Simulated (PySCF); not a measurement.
**NMR data sheet: C6H3FO2**

* Formula: C6H3FO2
* SMILES: C#CC1=C(F)C(=O)OC1
* Point group of the computed structure: Cs
* Degrees of unsaturation: 5
* Carbon signals: 6
* Proton signals: 2

Atoms are numbered as in `[CH:1]#[C:2][C:3]1=[C:4]([F:5])[C:6](=[O:7])[O:8][CH2:9]1` (H(Xn): hydrogen on atom n).

- σ from GIAO-PBE0/pcSseg-1
- GFN2-xTB structure
- run in PySCF
- one conformer, non-relativistic Hamiltonian, in vacuum, equivalent nuclei averaged

Chemical shifts δ = σref − σ; 1H (σ = 31.72 ppm), 13C (σ = 186.93 ppm) against TMS; 19F (σ = 170.95 ppm) vs CFCl3; H2O for 17O (σ = 336.08 ppm), all at this level.

| carbon | δC, type | δH (multiplicity) | HMBC from (2–3 bonds) | span of the C tensor (ppm) |
| --- | --- | --- | --- | --- |
| C1 | 107.8, CH | 3.77 (s) | – | 154 |
| C2 | 75.2, C | – | H(C9), H(C1) | 290 |
| C3 | 125.2, C | – | H(C9), H(C1) | 182 |
| C4 | 166.5, C | – | H(C9) | 160 |
| C6 | 168.3, C | – | H(C9) | 162 |
| C9 | 69.9, CH2 | 4.83 (s) | – | 52 |

Other nuclei:
```tsv
atoms	nucleus	environment	δ (ppm)	σ (ppm)
F5	19F	vinylic fluorine	-131.8	302.8
O7	17O	ester carbonyl oxygen	423.9	-87.9
O8	17O	ester alkoxy oxygen	207.4	128.7
```

1. Carbon types of the structure: 4 × C, 1 × CH, 1 × CH2, which accounts for all hydrogens.
2. δC 168.3: ester carbonyl carbon; lone-pair donation from the attached heteroatom keeps it upfield of a ketone carbonyl.
3. δC 125.2: β carbon of a C=C–C=O unit.
4. δC 107.8: terminal alkyne carbon.
5. δC 75.2: alkyne carbon; the triple bond shields along its axis, which puts it between sp3 and sp2 carbons.
6. δC 69.9: allylic sp3 CH2 bonded to O; deshielded by the electronegative neighbour.

Splittings by 19F in the carbon and heteronuclear signals aren't shown, as no couplings were computed. Shifts are as computed. Against solution values, carbons near 30 ppm lie about +3 ppm off and those near 130 ppm about +5 ppm. Of 1211 compounds with measured shifts, 218 miss one by over three times the rms of a fit or turn the order of signals round; such compounds aren't used in these exercises. Unscaled 19F shifts against computed CFCl3 carry errors that often reach 10 to 50 ppm. Unscaled 17O shifts of doubly bonded oxygen tend to come out too high, by tens of ppm or more. Experimental scales use liquid or dissolved standards, which lie at an offset from isolated H2O (liquid H2O: subtract about 36 ppm). Multiplicities follow the n + 1 count of equivalent neighbours, as no J values were calculated; m marks all less simple cases, F and P coupling included.
